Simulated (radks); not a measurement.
The thallium ion Tl21+, 60 electrons, occupied as [Kr] 4d10 4f13 5s1 (the NIST ground configuration). Calculated with a radial shooting solver on a logarithmic mesh with Libxc functionals: Dirac Kohn-Sham, relativistic LDA (MacDonald-Vosko exchange, VWN5 correlation), spin-unpolarised, spherical densities, finite nucleus; open shells fill j = l - 1/2 first; Fermi nuclear charge, rms radius 5.4759 fm. Some entries of the table are withheld. Estimate them.

orbital  occ.  eigenvalue (hartree)  r(max) (bohr)  <r> (bohr)
1s1/2       2             -3136.630            (1)     0.01640
2s1/2       2             -574.7271        0.05862     0.06835
2p1/2       2             -553.1330        0.04296     0.05610
2p3/2       4             -478.2345        0.05053     0.06484
3s1/2       2                   (2)         0.1647      0.1775
3p1/2       2             -141.8838            (3)      0.1677
3p3/2       4             -125.1801            (4)      0.1837
3d3/2       4             -108.7739         0.1309      0.1595
3d5/2       6             -105.1788         0.1351      0.1644
4s1/2       2             -48.17197            (5)      0.3896
4p1/2       2             -43.88894         0.3663      0.3902
4p3/2       4             -39.72261         0.3970      0.4228
4d3/2       4             -32.66699         0.3871      0.4246
4d5/2       6             -31.86889         0.3963      0.4346
4f5/2       6             -22.67571            (6)      0.4344
4f7/2       7             -22.48665            (7)      0.4393
5s1/2       1             -21.31477         0.7605      0.7802

Answer. 
(1) 1s1/2 r(max) (bohr): 0.01009
(2) 3s1/2 eigenvalue (hartree): -151.7352
(3) 3p1/2 r(max) (bohr): 0.1534
(4) 3p3/2 r(max) (bohr): 0.1687
(5) 4s1/2 r(max) (bohr): 0.3691
(6) 4f5/2 r(max) (bohr): 0.3469
(7) 4f7/2 r(max) (bohr): 0.3510
